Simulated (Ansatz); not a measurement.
`C=CBI` + `C=N` → `C=NBI` + `C=C` at 500 K and 1 bar (ligand exchange at a B–C bond).

Gas-phase electronic energies from Ansatz, PBE0-D4/def2-TZVP geometries. CBS: MP2 limit from def2 TZ/QZ plus the TZ coupled-cluster correction, frozen cores. This one scheme is used for every species. Elements past krypton have def2 core potentials. For I outer-core shells are correlated without core-valence functions, which leaves a few kJ/mol of doubt a bond. Each species was taken in one conformer, which may not be the lowest.

| species | CCSD(T)/CBS energy (Eh) | H − E (kJ/mol) | S (J/(mol·K)) |
| --- | --- | --- | --- |
| `C=CBI` | -400.74733 | 180.1 | 364.4 |
| `C=N` | -94.52360 | 124.2 | 249.5 |
| `C=NBI` | -416.81780 | 148.3 | 359.0 |
| `C=C` | -78.48111 | 155.1 | 245.3 |

H − E and S are ideal-gas, rigid-rotor, harmonic terms from PBE0-D4/def2-TZVP, for one conformer and one mirror image of each species. 1 Eh = 2625.50 kJ/mol, R = 8.31446 J/(mol·K).

Task: By hand: ΔE, ΔH, ΔS and ΔG.

Result: ΔE = (-416.81780) + (-78.48111) − (-400.74733) − (-94.52360) = -0.02798 Eh = -73.5 kJ/mol. Δ(H − E) = 148.3 + 155.1 − 180.1 − 124.2 = -0.9, so ΔH = -74.4 kJ/mol. ΔS = 359.0 + 245.3 − 364.4 − 249.5 = -9.6 J/(mol·K). ΔG = -74.4 − 500 × (-9.6)/1000 = -69.6 kJ/mol.

Task: By hand: the equilibrium constant, and the temperature at which ΔG would vanish if ΔH and ΔS stayed fixed.

Result: log₁₀ K = −ΔG/(RT ln 10) = 7.3. ΔG = 0 at ΔH/ΔS = 7750 K, far beyond where these terms or the molecules hold.

The number of gas molecules stays the same, so ΔS is small and ΔH decides. A doubt of 5 kJ/mol in ΔE shifts log₁₀ K by 0.5 here. Other conformers and mirror images would add mixing entropy, several J/(mol·K) or more a flexible species. These are equilibria of isolated gas molecules and say nothing of rates. Largest T1 diagnostic: 0.013 (customary marks: 0.02 for closed shells, 0.045 for open ones).
